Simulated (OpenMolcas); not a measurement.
**Fe2+, Ru2+, Os2+: d⁶ down the group**

```json
{
 "Program": "OpenMolcas 26.06",
 "Method": "SS-CASPT2, IPEA 0.25 Eh, imaginary shift 0.1 Eh",
 "Basis": "ANO-RCC-VTZP",
 "Scalar Hamiltonian": "DKH2, point nucleus",
 "Spin-orbit coupling": "RASSI with atomic mean-field integrals over the reference wave functions, term energies averaged over their components"
}
```

Active space for each ion: 6 electrons in 5 orbitals (d); closed shells correlated by CASPT2: Fe2+ 3s 3p; Ru2+ 4s 4p; Os2+ 5s 5p.

Computed levels in cm-1 above ⁵D₄:

| Level | Fe2+ | Ru2+ | Os2+ |
| --- | --- | --- | --- |
| ⁵D₃ | 437 | 1156 | 4550 |
| ⁵D₂ | 745 | 1845 | 4780 |
| ⁵D₁ | 943 | 2290 | 7050 |
| ⁵D₀ | 1040 | 2510 | 7370 |
| ³P₂(1) | 20000 | 15940 | 16990 |
| ³H₆ | 20920 | 16340 | 17550 |
| ³H₅ | 21140 | 16590 | 17190 |
| ³P₁(1) | 21290 | 19260 | 29900 |
| ³F₃(1) | 22470 | 18040 | 19730 |
| weight of ⁵D in the lowest level (%) | 100 | 99 | 87 |

Mixed levels, with the weight of the term that names them: Os2+ ⁵D₂ (72 %), Os2+ ³P₂(1) (56 %), Os2+ ³H₅ (50 %), Os2+ ³P₁(1) (71 %), Os2+ ³F₃(1) (54 %).

Measured, with the error of the calculation in %. Measured levels: Fe2+ from Corliss and Sugar, J. Phys. Chem. Ref. Data 11, 135 (1982); Ru2+ from Moore, Atomic Energy Levels, vol. III, NSRDS-NBS 35 (1971 reprint of NBS Circular 467, 1958).

```json
{"Level": "⁵D₃", "Fe2+": "436 (+0.2)", "Ru2+": "1159 (-0.3)"}
{"Level": "⁵D₂", "Fe2+": "739 (+0.8)", "Ru2+": "1826 (+1.0)"}
{"Level": "⁵D₁", "Fe2+": "932 (+1.1)", "Ru2+": "2266 (+1.2)"}
{"Level": "⁵D₀", "Fe2+": "1027 (+1.2)", "Ru2+": "2476 (+1.3)"}
{"Level": "³P₂(1)", "Fe2+": "19405 (+3.0)", "Ru2+": ""}
{"Level": "³H₆", "Fe2+": "20051 (+4.3)", "Ru2+": ""}
{"Level": "³H₅", "Fe2+": "20301 (+4.1)", "Ru2+": ""}
{"Level": "³P₁(1)", "Fe2+": "20688 (+2.9)", "Ru2+": ""}
{"Level": "³F₃(1)", "Fe2+": "21700 (+3.5)", "Ru2+": ""}
```

The fine-structure level ⁵D₀ changes by a factor of 7.09 from Fe2+ to Os2+.

Without spin-orbit coupling ³P(1) lies 20180, 16310, 15590 cm-1 above ⁵D in that order; the difference to the level ³P₂(1), of either sign, comes from spin-orbit coupling, which also lowers the zero.

CASPT2 does not keep the components of a term degenerate, so their means are used; among the terms shown or strongly mixed into the levels shown the widest spread is 180 cm-1 (5d⁶ ¹I, Os2+). Terms from blocks run as CI alone lack orbitals of their own. Levels of configurations with an s electron are missing; early in the row they begin among the upper levels of the d shell and mix with terms of their name (holds for Ru2+). Configurations with an s electron lie low in 5d ions of this charge, fall among these levels and mix in, so low-spin terms can stand far too high, up to twice their true height, and weights are not those of the real levels (holds for Os2+). Measured partners are found by configuration, term and J. A level has none where our copy of the source lacks it or the pairing is in doubt (some pairs that miss far off the trend of their configuration count as doubtful), and it then counts in no deviation. Levels of configurations outside the active space are missing.

A number in round brackets counts repeated terms of one configuration in the order of the reference energies.
